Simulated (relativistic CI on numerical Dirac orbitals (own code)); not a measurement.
Calculated levels, Ba³⁰⁺

These numbers are calculated, not measured: Dirac-Coulomb-Breit CI, separate exchange-only KLI orbitals for each configuration, QED by a radiative potential, unscaled Slater integrals (own radial code, finite nucleus).

CI space (outside the closed core [Ne]): 3s2 3p6 3d8, 3s2 3p5 3d9, 3s2 3p4 3d10, 3s 3p6 3d9, 3p6 3d10, 3s 3p5 3d10, 3s2 3p6 3d7 4s, 3s2 3p6 3d7 4p, 3s2 3p6 3d7 4d, 3s2 3p4 3d9 4s, 3s2 3p5 3d8 4s, 3s2 3p6 3d7 4f, 3s2 3p4 3d9 4p, 3s2 3p5 3d8 4p, 3s2 3p4 3d9 4d, 3s 3p5 3d9 4s, 3s2 3p6 3d6 4s2, 3s 3p5 3d9 4p, 3s2 3p6 3d6 4s 4p, 3s2 3p5 3d8 4d, 3s 3p6 3d8 4s, 3s2 3p6 3d7 5s, 3s2 3p6 3d6 4p2, 3s 3p5 3d9 4d, 3s2 3p6 3d7 5p, 3s2 3p6 3d6 4s 4d, 3p6 3d9 4s, 3s 3p6 3d8 4p, 3s2 3p5 3d8 4f, 3s2 3p6 3d7 5d, 3s2 3p6 3d6 4p 4d, 3p6 3d9 4p, 3s2 3p5 3d7 4s2, 3s2 3p6 3d7 5f, 3s2 3p6 3d7 5g, 3s2 3p5 3d7 4s 4p. Levels of other configurations are missing.

The lowest level is 3s2 3p6 3d8 3F_4, with 93 % of that term; Hund's rules for 3s2 3p6 3d8 give 3F with J = 4, in agreement.

```
No.   Configuration  Term  J  E (10³ cm⁻¹)    %  Next component (%)  Lifetime (s)                 jj configuration (%)
  1     3s2 3p6 3d8    3F  4           0.0   93                7 1G                                       3d5/2^4 (96)
  2     3s2 3p6 3d8    1D  2          50.2   51               34 3P      3.18e+01                         3d5/2^4 (98)
  3     3s2 3p6 3d8    3F  3         124.0  100                          2.11e-05                3d3/2^3 3d5/2^5 (100)
  4     3s2 3p6 3d8    3P  0         141.7   69               30 1S      2.89e-01                         3d5/2^4 (91)
  5     3s2 3p6 3d8    3P  2         172.7   53               41 3F      3.65e-05                 3d3/2^3 3d5/2^5 (93)
  6     3s2 3p6 3d8    3P  1         202.5  100                          3.31e-05                3d3/2^3 3d5/2^5 (100)
  7     3s2 3p6 3d8    1G  4         213.6   93                7 3F      4.62e-05                 3d3/2^3 3d5/2^5 (96)
  8     3s2 3p6 3d8    3F  2         287.8   44               43 1D      1.11e-05                 3d3/2^2 3d5/2^6 (94)
  9     3s2 3p6 3d8    1S  0         431.1   69               30 3P      5.12e-06                 3d3/2^2 3d5/2^6 (91)
 10     3s2 3p5 3d9   3F°  4        2096.7  100                          3.85e-12                3p3/2^3 3d5/2^5 (100)
 11     3s2 3p5 3d9   1D°  2        2143.9   63              27 3P°      2.08e-12                 3p3/2^3 3d5/2^5 (93)
 12     3s2 3p5 3d9   3D°  3        2219.8   71              26 3F°      1.19e-12                 3p3/2^3 3d5/2^5 (75)
 13     3s2 3p5 3d9   3P°  1        2286.1   70              30 1P°      1.45e-12                 3p3/2^3 3d5/2^5 (81)
 14     3s2 3p5 3d9   3D°  2        2312.4   55              21 3P°      1.33e-12         3p3/2^3 3d3/2^3 3d5/2^6 (93)
 15     3s2 3p5 3d9   3P°  0        2343.8  100                          1.60e-12        3p3/2^3 3d3/2^3 3d5/2^6 (100)
 16     3s2 3p5 3d9   3F°  3        2365.3   51              39 1F°      1.30e-12         3p3/2^3 3d3/2^3 3d5/2^6 (70)
 17     3s2 3p5 3d9   3D°  1        2369.3   57              26 1P°      1.11e-12         3p3/2^3 3d3/2^3 3d5/2^6 (82)
 18     3s2 3p5 3d9   3P°  2        2834.0   50              38 3D°      7.41e-13           3p1/2 3p3/2^4 3d5/2^5 (99)
 19     3s2 3p5 3d9   3F°  2        2875.3   73              19 1D°      1.57e-12  3p1/2 3p3/2^4 3d3/2^3 3d5/2^6 (100)
 20     3s2 3p5 3d9   1F°  3        2903.5   58              23 3F°      5.55e-13           3p1/2 3p3/2^4 3d5/2^5 (93)
 21     3s2 3p5 3d9   1P°  1        3051.4   43              42 3D°      6.21e-13   3p1/2 3p3/2^4 3d3/2^3 3d5/2^6 (98)
 22      3s 3p6 3d9    3D  3        4016.4  100                          1.37e-12                     3s 3d5/2^5 (100)
 23      3s 3p6 3d9    3D  2        4044.4   57               38 1D      1.56e-12                      3s 3d5/2^5 (90)
 24      3s 3p6 3d9    3D  1        4152.4  100                          1.43e-12             3s 3d3/2^3 3d5/2^6 (100)
 25      3s 3p6 3d9    1D  2        4163.9   43               43 3D      1.63e-12              3s 3d3/2^3 3d5/2^6 (85)
 26    3s2 3p4 3d10    3P  2        4420.2   70               15 1D      6.04e-13                         3p3/2^2 (82)
 27    3s2 3p4 3d10    1S  0        4479.2   58               41 3P      6.36e-13                         3p3/2^2 (98)
 28    3s2 3p4 3d10    3P  1        4987.1  100                          4.56e-13                  3p1/2 3p3/2^3 (100)
 29    3s2 3p4 3d10    1D  2        5083.3   72               24 3P      4.14e-13                   3p1/2 3p3/2^3 (95)
 30    3s2 3p4 3d10    3P  0        5699.6   59               40 1S      3.56e-13                         3p3/2^4 (98)
 31  3s2 3p6 3d7 4s    5F  5        5934.2   75               22 3G      4.15e-09                      3d5/2^3 4s (91)
 32  3s2 3p6 3d7 4s    3F  4        5955.6   52               19 5F      5.60e-10                      3d5/2^3 4s (93)
 33  3s2 3p6 3d7 4s    3P  2        6008.6   50               19 5P      7.00e-10                      3d5/2^3 4s (95)
 34  3s2 3p6 3d7 4s    3P  1        6015.2   29               27 3D      5.39e-10                      3d5/2^3 4s (94)
 35  3s2 3p6 3d7 4s    3D  3        6027.2   41               26 5F      4.76e-10                      3d5/2^3 4s (80)
 36  3s2 3p6 3d7 4s    1D  2        6038.3   24               23 5F      3.48e-10                      3d5/2^3 4s (80)
 37  3s2 3p6 3d7 4s    5F  4        6058.8   72               20 3F      1.58e-09              3d3/2^3 3d5/2^4 4s (94)
 38  3s2 3p6 3d7 4s    3F  3        6071.4   49               35 5F      6.91e-10              3d3/2^3 3d5/2^4 4s (92)
 39  3s2 3p6 3d7 4s    3G  5        6110.8   48               22 5F      1.56e-09              3d3/2^3 3d5/2^4 4s (88)
 40  3s2 3p6 3d7 4s    5F  1        6111.1   43               24 3P      8.75e-10              3d3/2^3 3d5/2^4 4s (91)
 41  3s2 3p6 3d7 4s    3F  2        6116.0   26               24 5P      5.45e-10              3d3/2^3 3d5/2^4 4s (93)
 42  3s2 3p6 3d7 4s    5P  3        6116.5   58               22 3F      1.55e-09              3d3/2^3 3d5/2^4 4s (90)
 43  3s2 3p6 3d7 4s    3H  4        6119.6   33               25 3G      7.82e-10              3d3/2^3 3d5/2^4 4s (93)
 44     3s 3p5 3d10   3P°  2        6131.6  100                          8.07e-13                     3s 3p3/2^3 (100)
 45  3s2 3p6 3d7 4s    3P  2        6135.2   54               17 5F      4.21e-10              3d3/2^3 3d5/2^4 4s (82)
 46  3s2 3p6 3d7 4s    5P  1        6138.2   37               37 3P      5.84e-10              3d3/2^3 3d5/2^4 4s (96)
 47  3s2 3p6 3d7 4s    3P  0        6147.9  100                          5.25e-10             3d3/2^3 3d5/2^4 4s (100)
 48  3s2 3p6 3d7 4s    3H  6        6155.6  100                          1.76e-09             3d3/2^3 3d5/2^4 4s (100)
 49  3s2 3p6 3d7 4s    1H  5        6164.9   54               45 3H      9.17e-10              3d3/2^3 3d5/2^4 4s (99)
 50  3s2 3p6 3d7 4s    3G  3        6177.2   69               17 3F      8.28e-10              3d3/2^3 3d5/2^4 4s (83)
 51  3s2 3p6 3d7 4s    3G  4        6179.3   34               33 1G      8.47e-10              3d3/2^3 3d5/2^4 4s (87)
 52  3s2 3p6 3d7 4s    3F  2        6224.3   78               11 1D      6.78e-10              3d3/2^3 3d5/2^4 4s (89)
 53  3s2 3p6 3d7 4s    3F  3        6227.0   43               29 1F      6.59e-10              3d3/2^3 3d5/2^4 4s (88)
 54  3s2 3p6 3d7 4s    3D  3        6234.7   43               24 5F      6.21e-10              3d3/2^2 3d5/2^5 4s (89)
 55  3s2 3p6 3d7 4s    5F  2        6237.6   33               26 3D      7.36e-10              3d3/2^2 3d5/2^5 4s (83)
 56  3s2 3p6 3d7 4s    3P  1        6246.1   40               28 5F      6.76e-10              3d3/2^2 3d5/2^5 4s (81)
 57  3s2 3p6 3d7 4s    3F  2        6248.5   38               24 5P      5.44e-10              3d3/2^2 3d5/2^5 4s (93)
 58  3s2 3p6 3d7 4s    3P  1        6276.9   48               28 5P      8.76e-10              3d3/2^2 3d5/2^5 4s (92)
 59  3s2 3p6 3d7 4s    3H  4        6283.2   63               17 1G      1.14e-09              3d3/2^2 3d5/2^5 4s (97)
 60  3s2 3p6 3d7 4s    1H  5        6284.7   36               33 3H      1.01e-09              3d3/2^2 3d5/2^5 4s (96)
 61  3s2 3p6 3d7 4s    3P  0        6287.1  100                          3.61e-10             3d3/2^2 3d5/2^5 4s (100)
 62     3s 3p5 3d10   3P°  1        6305.8   59              41 1P°      6.03e-13                      3s 3p3/2^3 (93)
 63  3s2 3p6 3d7 4s    3D  1        6307.0   69               19 1P      3.08e-10              3d3/2^3 3d5/2^4 4s (75)
 64  3s2 3p6 3d7 4s    3D  2        6308.3   47               30 1D      2.82e-10              3d3/2^3 3d5/2^4 4s (81)
 65  3s2 3p6 3d7 4s    3F  4        6312.0   70               15 1G      1.18e-09              3d3/2^2 3d5/2^5 4s (83)
 66  3s2 3p6 3d7 4s    1F  3        6318.6   47               30 3F      5.32e-10              3d3/2^2 3d5/2^5 4s (79)
 67  3s2 3p6 3d7 4p   5D°  4        6393.3   39              29 3F°      2.03e-11                   3d5/2^3 4p1/2 (92)
 68  3s2 3p6 3d7 4p   3G°  5        6403.8   39              23 5F°      3.46e-11                   3d5/2^3 4p1/2 (92)
 69  3s2 3p6 3d7 4s    3D  1        6433.5   66               11 5F      2.49e-10                3d3/2 3d5/2^6 4s (84)
 70  3s2 3p6 3d7 4s    3D  3        6434.7   79                8 3F      2.86e-10              3d3/2^2 3d5/2^5 4s (93)
```

Energies count from the lowest computed level; ° marks odd parity; lifetimes are radiative, by E1, M1, E2, M2 decay to levels of this space only. Filled j subshells are mostly left out of the jj labels.

The mean weight of the leading LS term, summed over parents, in these 70 levels is 62 %, and that of the leading jj configuration (from the same eigenvectors) 91 %, so jj coupling describes them better and the LS labels are nominal.

At this charge energies of transitions that change n are usually good to better than 1 %, and those within a shell (Δn = 0) to a few per cent. Terms inside the open d or f shell come out 10 to 20 % too wide with unscaled integrals.

LS names give the leading component of a level, which can be under half, so a name can repeat, a term be missing and a line seem to break the LS rules.
